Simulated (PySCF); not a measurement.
Electron correlation in Ir (iridium, neutral)

[Xe] 4f14 5d6 6s2 7s1, high-spin 6D determinant (an excited configuration). Calculation: PySCF 2.14, in aug-cc-pVTZ-PP with ECP60MDF (6s6p5d3f2g, 88 functions); scalar relativity through the core potential. Frozen: 5s2 5p6; 9 electrons correlated.

```tsv
level	correlation energy (mhartree)
CCSD	-200.75
(T)	-8.79
CCSD(T)	-209.54
```

Diagnostics: T1 = 0.017, D1 = 0.0523, largest double amplitude 0.056.

Spin-orbit coupling, absent here, splits the open shell strongly. The outer electron is Rydberg-like, and this basis confines it to a smaller radius and binds it less than a complete one would.

Cost of the coupled-cluster step: roughly 50 core-seconds, for 9 correlated electrons.

Iterations:

```
CC2 = 0
CCSD nocc = (np.int64(7), np.int64(2)), nmo = (84, 84)
frozen orbitals [[0, 1, 2, 3], [0, 1, 2, 3]]
max_cycle = 100
direct = 0
conv_tol = 1e-08
conv_tol_normt = 1e-06
diis_space = 8
diis_start_cycle = 0
Init t2, MP2 energy = -0.199655119736657
Init E_corr(UCCSD) = -0.199655119736999
cycle = 1  E_corr(UCCSD) = -0.196887762073649  dE = 0.00276735766  norm(t1,t2) = 0.0550622
cycle = 2  E_corr(UCCSD) = -0.199742761516764  dE = -0.00285499944  norm(t1,t2) = 0.0190585
cycle = 3  E_corr(UCCSD) = -0.200577839642231  dE = -0.000835078125  norm(t1,t2) = 0.0125162
cycle = 4  E_corr(UCCSD) = -0.200597685842695  dE = -1.98462005e-05  norm(t1,t2) = 0.0117023
cycle = 5  E_corr(UCCSD) = -0.200723454022297  dE = -0.00012576818  norm(t1,t2) = 0.0119745
cycle = 6  E_corr(UCCSD) = -0.200679047785474  dE = 4.44062368e-05  norm(t1,t2) = 0.00570104
cycle = 7  E_corr(UCCSD) = -0.200685877968483  dE = -6.83018301e-06  norm(t1,t2) = 0.00341702
cycle = 8  E_corr(UCCSD) = -0.200762338741361  dE = -7.64607729e-05  norm(t1,t2) = 0.00179079
cycle = 9  E_corr(UCCSD) = -0.200741212037934  dE = 2.11267034e-05  norm(t1,t2) = 0.000840368
cycle = 10  E_corr(UCCSD) = -0.200746400029183  dE = -5.18799125e-06  norm(t1,t2) = 0.000377093
cycle = 11  E_corr(UCCSD) = -0.200745722031366  dE = 6.77997817e-07  norm(t1,t2) = 0.000245266
cycle = 12  E_corr(UCCSD) = -0.200747241032646  dE = -1.51900128e-06  norm(t1,t2) = 0.000125463
cycle = 13  E_corr(UCCSD) = -0.200747462807243  dE = -2.21774598e-07  norm(t1,t2) = 5.85505e-05
cycle = 14  E_corr(UCCSD) = -0.20074776374923  dE = -3.00941987e-07  norm(t1,t2) = 3.57213e-05
cycle = 15  E_corr(UCCSD) = -0.200747692878668  dE = 7.08705619e-08  norm(t1,t2) = 2.54838e-05
cycle = 16  E_corr(UCCSD) = -0.200747392734259  dE = 3.00144409e-07  norm(t1,t2) = 2.10179e-05
cycle = 17  E_corr(UCCSD) = -0.200747368032668  dE = 2.47015909e-08  norm(t1,t2) = 2.12944e-05
cycle = 18  E_corr(UCCSD) = -0.20074734512301  dE = 2.29096575e-08  norm(t1,t2) = 2.07698e-05
cycle = 19  E_corr(UCCSD) = -0.200747345409275  dE = -2.86264956e-10  norm(t1,t2) = 1.67065e-05
cycle = 20  E_corr(UCCSD) = -0.200747496715509  dE = -1.51306233e-07  norm(t1,t2) = 1.15455e-05
cycle = 21  E_corr(UCCSD) = -0.200747573569287  dE = -7.68537784e-08  norm(t1,t2) = 8.21452e-06
cycle = 22  E_corr(UCCSD) = -0.200747514472147  dE = 5.90971399e-08  norm(t1,t2) = 5.33257e-06
cycle = 23  E_corr(UCCSD) = -0.20074752647887  dE = -1.20067223e-08  norm(t1,t2) = 3.1232e-06
cycle = 24  E_corr(UCCSD) = -0.200747561646445  dE = -3.51675754e-08  norm(t1,t2) = 1.99236e-06
cycle = 25  E_corr(UCCSD) = -0.200747576110215  dE = -1.44637704e-08  norm(t1,t2) = 1.22087e-06
cycle = 26  E_corr(UCCSD) = -0.200747571858043  dE = 4.25217223e-09  norm(t1,t2) = 7.59228e-07
UCCSD converged
E(UCCSD) = -103.5725365341647  E_corr = -0.2007475718580433
UCCSD(T) correction = -0.00878677709223422
```
